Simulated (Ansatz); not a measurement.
Compare A (`CC(O)(F)BCl`) with its isomer B (`CC(Cl)OBF`).

Isolated molecules relaxed with PBE0-D4/def2-TZVP in Ansatz; ΔE leaves out vibrations. CBS: MP2 limit from def2 TZ/QZ plus the TZ coupled-cluster correction, frozen cores. Functionals use def2-TZVPP. B3LYP here is the variant with VWN-RPA as its local correlation; programs differ in this. One conformer a species, not always the lowest.

Which isomer does CCSD(T)/CBS put lower? Give the gap. (Estimate.)

Computed: B, by 48.7 kcal/mol.

Give E(B) − E(A) in kcal/mol with B3LYP-D4, HF/def2-TZVPP, CCSD/def2-TZVPP, ωB97M-V, MP2/def2-TZVPP, PBE-D4, B2PLYP. (Best estimate.)

The calculation gave: B3LYP-D4 -48.8, HF/def2-TZVPP -50.8, CCSD/def2-TZVPP -48.6, ωB97M-V -47.4, MP2/def2-TZVPP -49.9, PBE-D4 -45.7, B2PLYP -49.4. None reverses the order clearly.

Largest T1 diagnostic: 0.012.

In def2-TZVPP, CCSD(T) changes the Hartree–Fock value by +2.4 kcal/mol (the triples alone add +0.2 kcal/mol) and MP2 by +0.9 kcal/mol. From PBE to PBE0 (25 % exact exchange), in def2-TZVPP and without D4, E(B) − E(A) moves by −0.8 kcal/mol.
